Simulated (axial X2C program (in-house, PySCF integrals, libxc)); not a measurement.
## Curves of ScTe from open-shell CI on d1 s0 p(π)0

Computed with an in-house all-electron X2C program for linear molecules (integrals from PySCF): two-component X2C with atomic mean-field Coulomb and Gaunt terms, basis Sc dyall-v3z, Te dyall-v3z (cores contracted in-house). Orbitals come from Hartree–Fock averaged over the configuration Sc d1 s0 p(π)0; CI then distributes these electrons over the d, s, p(π) shells of Sc.

Scan along the bond; masses Sc 44.956 u, Te 129.906 u. Energies in cm⁻¹ from the lowest point; levels are followed by energy order within each Ω. Lowest level at 2.634 Å: 100% d1.

```json
{"R (Å)": "2.450", "(1)Ω=1/2": "675", "(1)Ω=3/2": "2350", "(1)Ω=5/2": "2366", "(2)Ω=1/2": "4524", "(2)Ω=3/2": "4709"}
{"R (Å)": "2.542", "(1)Ω=1/2": "0", "(1)Ω=3/2": "864", "(1)Ω=5/2": "890", "(2)Ω=1/2": "3003", "(2)Ω=3/2": "3191"}
{"R (Å)": "2.634", "(1)Ω=1/2": "150", "(1)Ω=3/2": "413", "(1)Ω=5/2": "449", "(2)Ω=1/2": "2490", "(2)Ω=3/2": "2671"}
{"R (Å)": "2.739", "(1)Ω=1/2": "985", "(1)Ω=3/2": "792", "(1)Ω=5/2": "841", "(2)Ω=1/2": "2775", "(2)Ω=3/2": "2935"}
{"R (Å)": "2.845", "(1)Ω=1/2": "2267", "(1)Ω=3/2": "1802", "(1)Ω=5/2": "1865", "(2)Ω=1/2": "3674", "(2)Ω=3/2": "3801"}
{"R (Å)": "2.963", "(1)Ω=1/2": "3939", "(1)Ω=3/2": "3335", "(1)Ω=5/2": "3415", "(2)Ω=1/2": "5069", "(2)Ω=3/2": "5143"}
{"R (Å)": "3.108", "(1)Ω=1/2": "6045", "(1)Ω=3/2": "5415", "(1)Ω=5/2": "5512", "(2)Ω=1/2": "6957", "(2)Ω=3/2": "6958"}
```

Task: Fit the curves (1)Ω=1/2, (1)Ω=3/2, (1)Ω=5/2, (2)Ω=1/2, (2)Ω=3/2 near their minima.

Result: From the open-shell CI curves, Te from the lowest:

| level | Te (cm⁻¹) | Re (Å) | ωe (cm⁻¹) |
| --- | --- | --- | --- |
| (1)Ω=1/2 | 0 | 2.567 | 296.3 |
| (1)Ω=3/2 | 441 | 2.638 | 294.0 |
| (1)Ω=5/2 | 477 | 2.637 | 295.0 |
| (2)Ω=1/2 | 2510 | 2.648 | 284.7 |
| (2)Ω=3/2 | 2689 | 2.650 | 281.5 |

Without dynamic correlation distances can be off by several hundredths of an Å (long for ionic bonds, short for multiple bonds) and the wavenumbers are rough.

There is no dynamic correlation: spin–orbit spacings and, for f shells, spacings inside one term are the most reliable numbers, splittings between terms come out too wide, and energies between configurations are not reliable, so the lowest level need not be the ground state of the molecule. For d shells the ligand-field splittings (σ, π, δ) and their order can be off by a thousand cm⁻¹ or more. At most 6 roots were kept for each Ω > 0 (twice that for Ω = 0) within 3.2 eV of the lowest, so higher up levels can be missing between those listed; levels with Ω > 0 are doubly degenerate and listed once, Ω = 0 levels singly. Some active spinors are only partly of the character that their shell is named for, so the shell names and counts are nominal. States that fill the shells left empty in the average are placed too high.
